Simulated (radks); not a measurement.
The numbers below are computed, except where a source is named.
S+, 15 electrons, occupied as [Ne] 3s2 3p2 4s1 (not the ground configuration). Code: a radial shooting solver on a logarithmic mesh with Libxc functionals. Model: non-relativistic Kohn-Sham, SOGGA, spin-unpolarised, spherical densities, point nucleus.

Local quantities along the radius. ELF = 1/(1 + alpha^2) is the electron localisation function; alpha = (tau - tau_W)/tau_unif compares the Pauli kinetic energy density with that of the uniform gas.

```
   r/bohr * ELF (the largest magnitude, 1, reaches the edge; | marks zero)
 0.007975 |                                                      *
  0.01038 |                                                      *
  0.01363 |                                                      *
  0.01775 |                                                      *
  0.02311 |                                                      *
  0.03033 |                                                      *
   0.0395 |                                                      *
  0.05184 |                                                      *
  0.06751 |                                                     *
   0.0879 |                                               *
   0.1154 |                             *
   0.1502 |            *
   0.1972 |               *
   0.2568 |                                *
   0.3344 |                                            *
   0.4389 |                                               *
   0.5715 |                                         *
   0.7501 |             *
   0.9768 |     *
    1.272 |                               *
    1.669 |                                            *
    2.174 |                           *
    2.853 |   *
    3.715 |      *
    4.838 |                                            *
     6.35 |                                                      *
    8.269 |                                                      *
    10.85 |                                                      *
```

On this mesh the ELF has minima near r = 0.17, 0.98, 3.2 bohr, which separate the shells, and maxima near 0.44 (0.86), 1.7 (0.82).
